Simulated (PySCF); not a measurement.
In(Br)(OH)2 (BrH2InO2), SMILES [OH][In]([OH])[Br]. Atoms are numbered in the order given.

```xyz
6

In    -0.0021    -0.6714     0.0000
Br    -0.0178     1.8141     0.0000
O     -1.7353    -1.6575     0.0000
H     -1.5780    -2.6139     0.0000
O      1.7131    -1.7016     0.0000
H      2.4806    -1.1109     0.0000
```
Charge 0, spin multiplicity 1.

Coordinates come from a B3LYP-D3(BJ)/def2-SVP optimisation. The def2 effective core potentials stand for the cores of In; spin–orbit coupling is left out. The values are those of a single conformer.

These are TDDFT-PBE/def2-SVPD (PySCF) values and carry that method's errors.

Vertical excitations. Gas-phase values at a fixed geometry. State labels are in the subgroup Cs.

```tsv
state	symmetry	energy (eV)	λ (nm)	f	main pairs
S1	A"	3.95	314	0.000	HOMO−1→LUMO 100 %
S2	A"	4.00	310	0.000	HOMO−2→LUMO 100 %
S3	A'	4.02	308	0.019	HOMO→LUMO 96 %
S4	A"	4.58	271	0.034	HOMO−3→LUMO 99 %
S5	A'	5.09	244	0.053	HOMO−4→LUMO 71 %, HOMO−1→LUMO+1 19 %
S6	A'	5.30	234	0.047	HOMO−5→LUMO 63 %, HOMO−2→LUMO+1 27 %
S7	A"	5.48	226	0.000	HOMO→LUMO+1 100 %
S8	A'	5.96	208	0.120	HOMO−2→LUMO+1 50 %, HOMO−3→LUMO+1 17 %, HOMO−6→LUMO 12 %, HOMO−5→LUMO 12 %
S9	A'	6.18	201	0.146	HOMO−1→LUMO+1 65 %, HOMO−4→LUMO 14 %
S10	A"	6.30	197	0.000	HOMO−4→LUMO+1 100 %
T1	A"	3.63	341	0	HOMO−1→LUMO 100 %
T2	A'	3.64	340	0	HOMO→LUMO 99 %
T3	A"	3.71	334	0	HOMO−2→LUMO 99 %
T4	A"	4.16	298	0	HOMO−3→LUMO 99 %
```
Triplets are in the Tamm–Dancoff approximation, which puts them higher than full response would, so one can lie above its singlet here.
